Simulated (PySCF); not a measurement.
**Two-component Hartree-Fock for Au (gold, neutral)**

Start: [Xe] 4f14 5d10 6s1; 6s1/2 filled at m_j = +1/2. Calculated with PySCF 2.14 in x2c-SVPall-2c with one added diffuse shell each of s, d type (8s9p10d2f, 99 functions): generalised Hartree-Fock with the X2C-1e Hamiltonian and a Gaussian nucleus; one run each with spin-orbit coupling (SO) switched off, then screened by Boettger's factors.

```tsv
spinor shell	electrons	ε, spin-free (eV)	ε, screened SO (eV)	weight of nominal j (screened SO)	rms radius, screened SO (bohr)
1s1/2	2	-81171.1	-81140.4	1.000	0.0191
2s1/2	2	-14473.7	-14464.1	1.000	0.0769
2p1/2	2	-12525.5	-13847.5	1.000	0.0651
3s1/2	2	-3484.6	-3481.5	1.000	0.196
3p1/2	2	-2910.5	-3205.2	1.000	0.188
3p3/2	4	-2910.5	-2792.5	1.000	0.204
3d3/2	4	-2286.9	-2337.4	1.000	0.180
3d5/2	6	-2286.9	-2250.4	1.000	0.183
4s1/2	2	-792.94	-792.09	1.000	0.432
4p1/2	2	-601.43	-672.84	1.000	0.438
4p3/2	4	-601.43	-572.73	1.000	0.471
4d3/2	4	-366.30	-377.06	1.000	0.487
4d5/2	6	-366.30	-358.33	1.000	0.496
5s1/2	2	-127.52	-127.47	1.000	1.000
4f5/2	6	-103.28	-105.11	1.000	0.544
4f7/2	8	-103.28	-101.34	1.000	0.546
5p1/2	2	-74.463	-86.102	1.000	1.13
5p3/2	4	-74.463	-69.746	1.000	1.17
5d3/2	4	-12.436	-13.610	0.997	1.68
5d5/2	6	-12.436	-11.705	0.998	1.78
6s1/2	1	-7.985	-8.016	1.000	3.29
```

Problem. Where does 2p3/2 lie, and what is the 2p spin-orbit splitting (screened SO)?

Solution. At -12006.1 eV, 1841.4 eV above 2p1/2.

```
   quantity     spin-free   screened SO
E (hartree)  -18996.48274  -19025.61488
        M_J           1/2           1/2
       ⟨J²⟩         0.753         0.753
       ⟨L²⟩         0.000         0.146
       ⟨S²⟩         0.753         0.899
```

Breit and QED terms are absent; they matter most for the inner s and p1/2 levels.

Densities and radii are taken from the X2C orbitals without a picture-change correction, which distorts them close to the nucleus.

Without spin-orbit coupling the j labels of p, d and f shells carry no meaning; the spin-free column gives the mean over the occupied spinors of each nl shell.
